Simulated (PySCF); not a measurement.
**Electron correlation in I+ (iodine, charge +1)**

[Kr] 4d10 5s1 5p4 6s1, high-spin 5P determinant (an excited configuration). Computed with PySCF 2.14 in aug-cc-pVTZ-PP with one added diffuse shell each of d, f type with ECP28MDF (6s5p5d3f, 67 functions), with a scalar-relativistic core potential. Frozen: 4s2 4p6 4d10; 6 electrons correlated.

```csv
level,correlation energy (mhartree)
CCSD,-113.72
(T),-12.79
CCSD(T),-126.51
```

Diagnostics: T1 = 0.050, D1 = 0.1687, largest double amplitude 0.343.

**Question.** Is a single reference adequate?

**Answer.** Not fully. The outer electron is Rydberg-like, and this basis confines it to a smaller radius and binds it less than a complete one would. T1 exceeds 0.03, a sign that the reference determinant is poor. A double-excitation amplitude exceeds 0.15, a sign of near-degeneracy.
